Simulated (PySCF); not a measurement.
Vertical excitations of a molecule C3H8Si from PySCF with TDA-ωB97X/def2-SVPD, as energy in eV (oscillator strength): 7.35 (0.024), 7.96 (0.016), 8.01 (0.108), 8.18 (0.032), 8.32 (0.001), 8.55 (0.015), 8.74 (0.131), 8.83 (0.000), 8.99 (0.070), 9.10 (0.075). Lowest triplet (TDA): 7.00 eV. Geometry optimised at B3LYP-D3(BJ)/def2-SVP. The values are those of a single conformer.

Task: Pick the molecule that these values belong to.
A. C=C(C)[SiH3]
B. C=C[SiH2]C
C. C1C[SiH2]C1
D. C/C=C\[SiH3]

Result: C, C1C[SiH2]C1
